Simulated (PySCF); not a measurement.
A GIAO shielding run with PySCF 2.14 (density fitting, non-relativistic, gas phase) on SMILES C(C[C@H](C)O[SiH2]O)(F)=C(F)F, C₅H₉F₃O₂Si:

```
$ OMP_NUM_THREADS=1 python probes_run.py task.json out

{"job": {"kind": "nmr", "xc": "PBE0", "basis": "pcSseg-1"}, "charge": 0, "multiplicity": 1}
C     -1.720253    -1.570317     0.575293
C     -0.531251    -0.615901     0.587467
C      0.773067    -1.356667     0.211005
C      1.927060    -0.416991     0.282787
F      2.470326    -0.250335     1.505062
C      2.382944     0.319374    -0.722134
F      1.918122     0.219603    -1.963489
F      3.369631     1.202288    -0.665111
O     -0.723192     0.400882    -0.345011
Si    -1.058185     1.978381    -0.117281
O     -1.037171     2.609710    -1.601596
H     -1.570761    -2.374278     1.290491
H     -1.845053    -1.990163    -0.419565
H     -2.622676    -1.023712     0.835597
H     -0.415941    -0.188533     1.592781
H      0.675328    -1.737272    -0.805535
H      0.937961    -2.180605     0.904982
H     -0.034657     2.571641     0.746181
H     -2.407892     2.191216     0.388213
H     -0.492554     2.222358    -2.283174
```

Hardware: 1 thread of an Arm Neoverse V1, shared host. The job also computes population analyses, field gradients.

**Question.** How large is the calculation?

**Answer.** 96 electrons, 239 basis functions and 1263 auxiliary functions.

**Question.** How long does it take, and how much memory does it need?

**Answer.** 62 s of wall time, with 14 SCF cycles and 5 response iterations; peak memory 1 GiB. Times on a shared host scatter by some tens of per cent.
